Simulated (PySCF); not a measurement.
# Fractional electron number in Al²⁺ (aluminium, charge +2)

The 3s alpha orbital of [Ne] 3s1 is emptied in steps (occupation f), with all orbitals relaxed, ending at [Ne]. Calculation: PySCF 2.14, in def2-TZVP; the non-relativistic Hamiltonian (point nucleus). The exact energy is a straight line in f; departures are measured from the line between the end points of the same method.

| f | UHF (eV) | LDA (eV) | PBE (eV) | PBE0 (eV) | r2SCAN (eV) | LC-wPBE (eV) | BHandHLYP (eV) | HSE06 (eV) | CAM-B3LYP (eV) |
| --- | --- | --- | --- | --- | --- | --- | --- | --- | --- |
| 1 | 0.000 | 0.000 | 0.000 | 0.000 | 0.000 | 0.000 | 0.000 | 0.000 | 0.000 |
| 0.8 | 0.003 | -0.662 | -0.687 | -0.506 | -0.574 | -0.068 | -0.374 | -0.567 | -0.328 |
| 0.6 | 0.005 | -0.972 | -1.026 | -0.754 | -0.822 | -0.103 | -0.563 | -0.844 | -0.490 |
| 0.4 | 0.005 | -0.941 | -1.022 | -0.750 | -0.769 | -0.111 | -0.568 | -0.839 | -0.491 |
| 0.2 | 0.003 | -0.593 | -0.676 | -0.495 | -0.453 | -0.086 | -0.389 | -0.558 | -0.332 |
| 0 | 0.000 | 0.000 | 0.000 | 0.000 | 0.000 | 0.000 | 0.000 | 0.000 | 0.000 |

Question: For UHF, how does the orbital energy at f = 1 compare with the removal energy?

Answer: −ε = 28.040 eV against a total-energy difference of 28.020 eV. By Janak's theorem ε = ∂E/∂f, so the gap between them reflects the curvature. Along the path −ε is 28.032 (f = 0.8), 28.024 (f = 0.6), 28.016 (f = 0.4), 28.009 (f = 0.2) eV.

| method | E(f=0) − E(f=1) (eV) | −ε at f=1 (eV) | −ε at f=0.4 (eV) |
| --- | --- | --- | --- |
| UHF | 28.020 | 28.040 | 28.016 |
| LDA | 28.775 | 24.574 | 29.749 |
| PBE | 28.775 | 24.464 | 29.649 |
| PBE0 | 28.645 | 25.464 | 29.294 |
| r2SCAN | 28.348 | 24.660 | 29.316 |
| LC-wPBE | 28.613 | 28.177 | 28.637 |
| BHandHLYP | 28.772 | 26.437 | 29.205 |
| HSE06 | 28.657 | 25.087 | 29.369 |
| CAM-B3LYP | 28.970 | 26.916 | 29.368 |

As f goes to zero the orbital energy of a semilocal functional can turn back, because the density of that orbital vanishes from the exchange-correlation potential.

Reference removal energy between the ground levels: 28.448 eV (measured; NIST Atomic Spectra Database, ionization energies). UHF lacks correlation.
